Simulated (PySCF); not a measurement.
# Computed and published core binding energies of `[Cl][Ge]([Cl])([Cl])[Cl]`

Measured values to reproduce (core binding energies): Cl 2p3/2 of Cl1/Cl3/Cl4/Cl5 206.42 eV [1]. Sources and the comparison follow the method.

Species: GeCl₄.
Structure used (PBE0-D3(BJ)/def2-TZVP), in Å, numbered top down from 1:
```xyz
5
GeCl4 angstrom
Cl     1.981    0.035   -0.767
Ge     0.006   -0.006   -0.008
Cl    -1.158    1.463   -0.989
Cl    -0.841   -1.916   -0.343
Cl     0.044    0.389    2.070
```

Level of theory: delta-SCF UKS SCAN, pcX-3 on the ionised atom, pcseg-2 elsewhere, spin-free X2C (PySCF). These are vertical core ionisation energies against the vacuum level, from separate self-consistent calculations with and without the core hole.

```tsv
atom	environment	level	this calculation (eV)	reference (eV)	difference (eV)	source
Cl1/Cl3/Cl4/Cl5	chlorine bonded to Ge	Cl 2p3/2	206.53	206.42	+0.11	[1]
```

[1] measured, gas; Jolly, Perry, The calculation of atomic charges by an electronegativity equalization procedure, LBL-2565 (Inorg. Chem. 1974, 13, 2686) Note: scanned preprint of 1974; its energy scale lies about 0.1-0.2 eV below the 1984 compilation (compare Si(CH3)4 105.82 with 105.96).

How well does this level of theory reproduce the measurements here?

The one measured value differs by +0.11 eV, too little evidence for a typical error. The calculation is vertical and has no vibrational structure, and measured positions depend on the energy calibration.

What does the calculation give for the levels without a reference value here?

Cl1/Cl3/Cl4/Cl5 Cl 1s 2829.21 eV.

Atoms equivalent by their bonding share one computed value, that of the first of them. For 2p shells one spin-free hole was relaxed; a mean-field spin–orbit operator and the ground-state splitting of the three 2p orbitals were then diagonalised within the shell. The shell's mean is (2 × 2p3/2 + 2p1/2)/3, and the degeneracies 2j + 1 give areas of 2:1. 2p1/2 minus 2p3/2 (ligand field included): Cl 1.66 eV. No level of germanium is listed. Geometry: PBE0-D3(BJ)/def2-TZVP; no solvent, vibrations or thermal averaging.

On 2 threads, AMD EPYC (x86_64), shared host with 64 logical CPUs at a one-minute load of 57, this took 17 s wall, 43 s CPU and 0.77 GiB of memory at its peak.
